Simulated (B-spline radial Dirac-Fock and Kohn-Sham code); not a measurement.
Z = 58 (cerium), transition energy 44.8 keV. Method: a Dirac-Hartree-Slater potential of the neutral atom with a Latter tail (no hole, which puts coefficients of high multipoles low close above an edge), finite nucleus with surface currents. Computed with a B-spline atomic structure program. Subshells that would emit electrons below 1 keV are left out.

Q: A pure transition shows α(K) = 1.76, L1/L2 = 3.15 and L1/L3 = 2.18. What is its multipolarity?
A. M3
B. E2
C. E4
D. M1
E. M4
F. E1
G. M2
H. E3

A: F. For comparison, α(K), L1/L2, L1/L3 are E2 6.08, 0.0530, 0.0408; E3 8.82, 0.00628, 0.00511; E4 9.82, 0.0114, 0.00954; M1 10.5, 11.8, 55.8; M2 181, 9.99, 2.99; M3 743, 7.36, 0.494; M4 1490, 5.68, 0.201.
